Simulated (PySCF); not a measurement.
## S: excitation energy

S [Ne] 3s2 3p4 (3P) → S [Ne] 3s1 3p5 (3P), as a difference of total energies. All numbers are calculated (PySCF 2.14, scalar relativity by spin-free X2C-1e, in aug-cc-pVQZ-DK (7s6p4d3f2g, 84 functions)). Correlated levels: valence: [Ne] frozen. The calculations carry no spin-orbit coupling.

| method | excitation energy (eV) | error (eV) |
| --- | --- | --- |
| UHF | 11.584 | +2.656 |
| LDA | 10.033 | +1.105 |
| PBE | 10.065 | +1.137 |
| PBE0 | 10.490 | +1.562 |
| r2SCAN | 10.226 | +1.298 |
| M06 | 10.408 | +1.480 |
| B97-3 | 10.530 | +1.602 |
| BHandHLYP | 10.915 | +1.987 |
| PW91 | 10.060 | +1.132 |
| MP2 (valence) | 10.524 | +1.596 |
| SCS-MP2 (valence) | 10.406 | +1.478 |

Reference: 8.928 eV (measured; NIST levels, between the centres of gravity of the two terms).

Errors of the correlated levels include the incompleteness of this basis and the frozen core.

The upper state lies above the first ionisation limit, where it may autoionise and the basis confines it.

Every method misses the reference by a wide margin, which points to the basis or the choice of state and not to the methods.
